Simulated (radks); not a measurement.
Species: Zr I. Configuration: [Kr] 4d2.5 5s1.5 (fractional occupations, a model configuration). All-electron calculation, scalar-relativistic Kohn-Sham, r2SCAN, spin-polarised, spherical densities, finite nucleus; open shells are filled with parallel spins first (spin-orbit coupling, left out, can overturn this in heavy ions); meta-GGA in the generalised Kohn-Sham scheme; Fermi nuclear charge, rms radius 4.2694 fm. Program: a radial shooting solver on a logarithmic mesh with Libxc functionals.

Unscreened Slater integrals over Kohn-Sham orbitals (eV). They are taken over the spin-up orbitals.

F0(4d,4d): 10.685
F2(4d,4d): 5.0939
F4(4d,4d): 3.2389
F0(4d,5s): 7.7383
G2(4d,5s): 2.1484
F0(4d,4p): 13.073
F2(4d,4p): 5.8269
G1(4d,4p): 6.9377
G3(4d,4p): 4.1635
F0(4d,4s): 13.485
G2(4d,4s): 4.6689
F0(5s,5s): 6.6428
F0(5s,4p): 8.4069
G1(5s,4p): 0.56321
F0(5s,4s): 8.5013
G0(5s,4s): 0.34688
F0(4p,4p): 17.729
F2(4p,4p): 9.3084
F0(4p,4s): 18.757
G1(4p,4s): 12.663
F0(4s,4s): 20.007

Derived for the open shells (J is the average intra-shell exchange parameter used in DFT+U). 4d: Racah B = F2/49 - 5 F4/441 = 0.06724 eV, C = 35 F4/441 = 0.2571 eV, C/B = 3.82, F4/F2 = 0.636, J = (F2 + F4)/14 = 0.5952 eV.
